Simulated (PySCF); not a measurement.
Geometry:
| atom | x (Å) | y (Å) | z (Å) |
| --- | --- | --- | --- |
| C1 | 1.823 | -0.634 | -0.652 |
| C2 | 0.821 | -0.352 | 0.135 |
| C3 | -0.218 | -0.079 | 0.887 |
| Si4 | -1.927 | -0.098 | 0.204 |
| Cl5 | -2.738 | 1.785 | 0.238 |
| Cl6 | -1.928 | -0.779 | -1.722 |
| Cl7 | -3.122 | -1.309 | 1.348 |
| H8 | 2.174 | -1.664 | -0.766 |
| H9 | 2.332 | 0.152 | -1.217 |
| H10 | -0.082 | 0.170 | 1.948 |

Geometry: PBE0-D3(BJ)/def2-SVP; GIAO shifts from PySCF 2.14, gas phase, non-relativistic, averaged over equivalent atoms.

At PBE0/pcSseg-1 (162 basis functions, 16 s wall time on 1 thread of an Arm Neoverse V2, shared host):
| atoms | δ (ppm) |
| --- | --- |
| C2 | 229.2 |
| C3 | 85.7 |
| C1 | 79.0 |
| Si4 | 22.4 |
| Cl5/Cl6/Cl7 | 138.9 |
| H10 | 5.12 |
| H8/H9 | 5.12 |

Scale: TMS for ¹³C (σ = 184.41 ppm), ²⁹Si (σ = 351.99 ppm), ¹H (σ = 31.27 ppm); ³⁵Cl (σ = 943.27 ppm) against HCl (reference shieldings calculated alike).

Predict the values at HF/pcSseg-2 on the same geometry.

Results:


```csv
atoms,δ at HF/pcSseg-2,change
C2,241.1,+11.9
C3,81.7,-4.0
C1,79.7,+0.7
Si4,5.5,-16.9
Cl5/Cl6/Cl7,61.5,-77.4
H10,5.09,-0.03
H8/H9,5.19,+0.07
```

Scale: ¹³C (σref 191.47), ²⁹Si (σref 382.96), ¹H (σref 31.68) against TMS; ³⁵Cl (σref 944.88) against HCl (reference shieldings calculated alike).

The largest change is at Cl5/Cl6/Cl7 (chlorine bonded to Si). Cost: 322 basis functions, 31 s wall time on 1 thread of an Arm Neoverse V2, shared host. The order of the carbon signals is the same at both levels.
